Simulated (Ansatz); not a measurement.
**Counterpoise correction, worked out**

The pair of HCl (SMILES Cl, atoms 1–2) and HBr (SMILES Br, atoms 3–4), both closed shells, in one local arrangement (a lower one may exist), relaxed at PBE0-D4/def2-TZVP:

Cl1  (0.023, 0.569, -1.546)
H2  (0.294, -0.672, -1.704)
Br3  (-0.172, -0.175, 2.301)
H4  (-0.145, 0.279, 0.949)
(Å)

Program: Ansatz 0.2.0. Basis: def2-TZVPPD. Cores are frozen in the correlated methods. Filled d shells of the heavier atoms are correlated. The def2 sets are not built for correlating such inner shells, so the correlated values are less sure here.

CCSD(T) total energies in eV:

| system | geometry | basis functions | energy |
| --- | --- | --- | --- |
| pair | pair | all | -82549.74827 |
| HCl | as in the pair | all (partner as ghosts) | -12526.33069 |
| HBr | as in the pair | all (partner as ghosts) | -70023.36506 |
| HCl | as in the pair | its own | -12526.31984 |
| HBr | as in the pair | its own | -70023.35248 |
| HCl | free (PBE0-D4 minimum) | its own | -12526.32009 |
| HBr | free (PBE0-D4 minimum) | its own | -70023.35388 |

Work out the interaction energy with and without the counterpoise correction, the superposition error, and the binding energy from the relaxed fragments.

Without correction: -82549.74827 − (-12526.31984) − (-70023.35248) = -0.07595 eV.
With correction (each fragment in the whole basis): -82549.74827 − (-12526.33069) − (-70023.36506) = -0.05252 eV = -1.21 kcal/mol.
The superposition error is the difference, 0.02343 eV, 31 % of the uncorrected value: each fragment borrows its partner's functions.
Deformation from the free shapes: 0.00025 eV for HCl and 0.00140 eV for HBr.
Binding energy from relaxed fragments: -0.05252 + 0.00025 + 0.00140 = -0.05087 eV = -1.17 kcal/mol (electronic, without zero-point energy; negative means bound). For comparison, the corrected interaction energy by CCSD(T) at an estimated basis limit (MP2 extrapolated from triple and quadruple zeta, plus CCSD(T) − MP2 in triple zeta) is -0.074 eV; triple zeta with the correction binds less.

No T1 diagnostic of these runs exceeds 0.007.

For scale, one of the runs: CCSD(T)/def2-TZVPPD, 142 basis functions, launched by `ansatz run in.yaml --threads 2 --pin off --events-out ev --progress --plain --max-ram 5222MiB`. Hardware: 2 CPU threads of an Intel Xeon Platinum 8559C, shared host. Wall time 11 s; peak host memory 0.81 GiB.
